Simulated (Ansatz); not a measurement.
Cu₂Te₈, 10 atoms. Hardware: 4 threads of Arm Neoverse V1 on a shared host.

In the def2 sets Te takes a core potential; there is no spin–orbit coupling. Correlated methods freeze 50 core orbitals; core or outer-core shells of Te are correlated, in sets that lack core-valence functions.

(1) How many basis functions does each of these Ansatz runs have, and roughly what does it cost? PBE-D4/def2-SVP, charge 1 doublet at the geometry of the charge 0 singlet, energy; PBE-D4/def2-SVP, charge -1 doublet at the geometry of the charge 0 singlet, energy; PBE-D4/def2-SVP, charge 0 triplet at the geometry of the charge 0 singlet, energy; MP2/def2-SVP, charge 0 singlet, energy, from earlier orbitals; PBE0-D4/def2-SVP, charge 0 singlet, energy and forces, from earlier orbitals; PBE-D4/def2-SVP, charge 0 singlet, energy, from earlier orbitals; PBE0-D4/def2-SVP, charge 0 singlet, relaxation, 7 steps; HF/STO-3G, charge 0 singlet, energy; r2SCAN-D4/def2-SVP, charge 0 singlet, energy, from earlier orbitals; r2SCAN-D4/def2-SVP, charge 0 triplet at the geometry of the charge 0 singlet, energy, from earlier orbitals.

Results:

(1) Other jobs shared the machine, so times can vary by a factor of up to 3.

```csv
run,functions,fitting or Cholesky vectors,wall time,peak host memory (GiB)
"PBE-D4/def2-SVP, charge 0 singlet, energy, from earlier orbitals",270,3328,12 s,0.81
"r2SCAN-D4/def2-SVP, charge 0 singlet, energy, from earlier orbitals",270,3328,28 s,0.9
"PBE-D4/def2-SVP, charge 1 doublet at the geometry of the charge 0 singlet, energy",270,3328,31 s,0.97
"MP2/def2-SVP, charge 0 singlet, energy, from earlier orbitals",270,3357,38 s,1.9
"PBE0-D4/def2-SVP, charge 0 singlet, energy and forces, from earlier orbitals",270,3357,47 s,1.9
"PBE-D4/def2-SVP, charge -1 doublet at the geometry of the charge 0 singlet, energy",270,3328,78 s,1.8
"PBE-D4/def2-SVP, charge 0 triplet at the geometry of the charge 0 singlet, energy",270,3328,95 s,1.9
"r2SCAN-D4/def2-SVP, charge 0 triplet at the geometry of the charge 0 singlet, energy, from earlier orbitals",270,3328,3.4 min,2.2
"PBE0-D4/def2-SVP, charge 0 singlet, relaxation, 7 steps",270,3775,3.9 min,1.9
"HF/STO-3G, charge 0 singlet, energy",252,2648,6.7 min,5.3
```
